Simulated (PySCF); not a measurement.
[PySCF 2.14: σ from GIAO-PBE0/pcSseg-1; GFN2-xTB geometry; in vacuum; one conformer; rapidly exchanging positions averaged; no relativistic terms]

Referencing at the same level of theory: $^{1}$H, $^{13}$C vs TMS. Shifts are as computed. Against solution values, carbons near 30 ppm lie about +3 ppm off and those near 130 ppm about +5 ppm. Of 1211 compounds with measured shifts, 218 miss one by over three times the rms of a fit or turn the order of signals round; such compounds aren't used in these exercises.

(1) Order these molecules by the shift of their most shielded carbon, lowest δ first.
A. C[SiH2][SiH3]
B. F/C=C(\F)CF
C. C#CC[Si@]1(F)C[C@@H](C#N)C1
D. CCCC(=O)OCC

(2) Order these molecules by the shift of their most deshielded carbon, lowest δ first.
A. F/C=C(\F)CF
B. C#CC[Si@]1(F)C[C@@H](C#N)C1
C. CCCC(=O)OCC
D. C[SiH2][SiH3]

(3) How many $^{13}$C and $^{1}$H signals does each give (equivalence by symmetry and fast rotation, but not about amide C–N or C=N bonds)? `CCCC(=O)OCC`, `C[SiH2][SiH3]`, `C#CC[Si@]1(F)C[C@@H](C#N)C1`, `F/C=C(\F)CF`

Answers

(1) A (-8.8 ppm, methyl carbon bonded to Si), C (7.8 ppm, propargylic sp3 CH2 bonded to Si), D (16.6 ppm, methyl carbon), B (81.0 ppm, allylic sp3 CH2 bonded to F).

(2) D (-8.8 ppm, methyl carbon bonded to Si), B (128.1 ppm, nitrile carbon), A (152.8 ppm, fully substituted alkene carbon), C (180.2 ppm, ester carbonyl carbon).

(3) CCCC(=O)OCC: 6 C, 5 H; C[SiH2][SiH3]: 1 C, 3 H; C#CC[Si@]1(F)C[C@@H](C#N)C1: 6 C, 5 H; F/C=C(\F)CF: 3 C, 2 H.
